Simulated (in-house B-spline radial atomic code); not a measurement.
Successive ionisation energies of mercury; each step leads to the configuration of the next row (after the last: [He] 2s2 2p6). Dirac energy differences include first-order Breit, QED and recoil terms. NIST's values go from ground level to ground level; the uncertainty of those that are theory runs from under 0.1 % in few-electron ions to several per cent in heavy many-electron ones. Computed with a B-spline radial code for spherical atoms: Dirac-Hartree-Fock, jj configuration that fills j = l - 1/2 first, finite nuclei.

A number in brackets counts the electrons of a j subshell.

| ion | configuration | ionisation energy (eV) | tabulated value (eV) | tabulated kind | computed minus tabulated (eV) | highest orbital | largest mean radius (bohr) |
| --- | --- | --- | --- | --- | --- | --- | --- |
| Hg65+ | [Ne] 3s2 3p1/2(2) 3p3/2(1) | 7345.7 | 7350 | tabulated theory | -4 | 3p3/2 | 0.16909 |
| Hg66+ | [Ne] 3s2 3p1/2(2) | 8004.5 | 8010 | tabulated theory | -5 | 3p1/2 | 0.16654 |
| Hg67+ | [Ne] 3s2 3p1/2(1) | 8161.5 | 8160 | tabulated theory | 1 | 3p1/2 | 0.16595 |
| Hg68+ | [Ne] 3s2 | 8467.3 | 8470 | tabulated theory | -3 | 3s1/2 | 0.16535 |
| Hg69+ | [Ne] 3s1 | 8615.2 | 8620 | tabulated theory | -5 | 3s1/2 | 0.1647 |
